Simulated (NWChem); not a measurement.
System: AlAsH3OF; SMILES [AsH2][Al]([F])[OH]

Excerpt of the output:

```
             Northwest Computational Chemistry Package (NWChem) 7.3.0
             --------------------------------------------------------

 C1  symmetry detected

                             Geometry "geometry" -> ""
                             -------------------------

 Output coordinates in angstroms (scale by  1.889725989 to convert to a.u.)

  No.       Tag          Charge          X              Y              Z
 ---- ---------------- ---------- -------------- -------------- --------------
    1 Al                  13.0000     0.00566277     1.03539807    -0.00071861
    2 As                  33.0000    -0.02690086    -1.38524703     0.04717567
    3 H                    1.0000     1.08037496    -1.37899265    -1.02605192
    4 H                    1.0000    -1.13333807    -1.36001281    -1.02718391
    5 F                    9.0000    -1.42118425     1.92709981     0.02709153
    6 O                    8.0000     1.50959078     1.85335810     0.02614245
    7 H                    1.0000     1.58100738     2.82121934     0.05281708

 Effective nuclear repulsion energy (a.u.)     303.7042579809

                                 NWChem DFT Module
                                 -----------------

 Summary of "ao basis" -> "ao basis" (spherical)
 ------------------------------------------------------------------------------
       Tag                 Description            Shells   Functions and Types
 ---------------- ------------------------------  ------  ---------------------
 Al                         def2-svp                 8       18   4s3p1d
 As                         def2-svp                12       32   5s4p3d
 H                          def2-svp                 3        5   2s1p
 F                          def2-svp                 6       14   3s2p1d
 O                          def2-svp                 6       14   3s2p1d

            General Information
            -------------------
          SCF calculation type: DFT
          Wavefunction type:  closed shell.
          No. of atoms     :     7
          No. of electrons :    66
           Alpha electrons :    33
            Beta electrons :    33
          Charge           :     0
          Spin multiplicity:     1
          Use of symmetry is: off; symmetry adaption is: off
          Maximum number of iterations: 150
          AO basis - number of functions:    93
                     number of shells:    41
          Convergence on energy requested:  1.00D-06
          Convergence on density requested:  1.00D-05
          Convergence on gradient requested:  5.00D-04

              XC Information
              --------------
                      r^2SCAN Method XC Functional
               r^2SCAN metaGGA Exchange Functional  1.000
                     r^2SCAN Correlation Potential  1.000

             Grid Information
             ----------------
          Grid used for XC integration:  coarse
          Radial quadrature: Mura-Knowles
          Angular quadrature: Lebedev.
          Tag              B.-S. Rad. Rad. Pts. Rad. Cut. Ang. Pts.
          ---              ---------- --------- --------- ---------
          Al                  1.25       70           8.0       302
          As                  1.15       95          11.0       302
          H                   0.35       35          12.0       302
          F                   0.50       35          11.0       302
          O                   0.60       35          11.0       302
          Grid pruning is: on
          Number of quadrature shells:   340
          Spatial weights used:  Erf1

      Superposition of Atomic Density Guess
      -------------------------------------

 Sum of atomic energies:       -2651.13254624

      Non-variational initial energy
      ------------------------------

 Total energy =   -2651.733065
 1-e energy   =   -4299.608823
 2-e energy   =    1344.171499
 HOMO         =      -0.309562
 LUMO         =      -0.020226

     ---------------------------------------------
      Total Density - Mulliken Population Analysis
     ---------------------------------------------

    Atom       Charge   Shell Charges
 -----------   ------   -------------------------------------------------------
    1 Al  13    11.71   2.00  1.99  0.73  0.16  5.93  0.47  0.23  0.19
    2 As  33    33.16   2.00  2.00  2.00  1.29  0.51  6.00  5.98  1.45  1.89  8.17  1.78  0.10
    3 H    1     0.95   0.61  0.32  0.01
    4 H    1     0.95   0.61  0.32  0.01
    5 F    9     9.69   1.99  1.15  0.79  3.57  2.18  0.00
    6 O    8     8.90   1.99  1.11  0.64  3.14  2.01  0.00
    7 H    1     0.65   0.51  0.07  0.06

[...]

                         DFT ENERGY GRADIENTS

    atom               coordinates                        gradient
                 x          y          z           x          y          z
   1 Al      0.010701   1.956619  -0.001358   -0.000166  -0.003305  -0.000862
   2 As     -0.050835  -2.617737   0.089149    0.000190  -0.004142   0.008801
   3 H       2.041613  -2.605918  -1.938957    0.003824   0.000194  -0.004214
   4 H      -2.141698  -2.570052  -1.941096   -0.003766   0.000527  -0.004178
   5 F      -2.685649   3.641691   0.051196   -0.006824   0.004000   0.000230
   6 O       2.852713   3.502339   0.049402    0.006754  -0.005480  -0.000013
   7 H       2.987671   5.331331   0.099810   -0.000011   0.008206   0.000235
```

Level: r2SCAN/def2-SVP. Coordinates come from a PBE-D3(BJ)/def2-SVP optimisation.

**Question.** Reconstruct the input file.

**Answer.** This is not unique; one that fits is the input that was run:
```
start job
memory heap 200 mb stack 900 mb global 1100 mb
geometry units angstroms noautoz
  Al     0.030247     1.011953     0.236034
  As    -0.320504    -1.381221     0.348145
  H      0.206670    -1.483332    -1.097392
  H     -1.765359    -1.160572    -0.144599
  F     -1.104197     2.089228     0.855964
  O      1.498682     1.613907    -0.406562
  H      1.710696     2.560900    -0.435225
end
basis spherical
  * library def2-svp
end
dft
  xc r2scan
  grid coarse
  iterations 150
  mulliken
end
task dft gradient
```
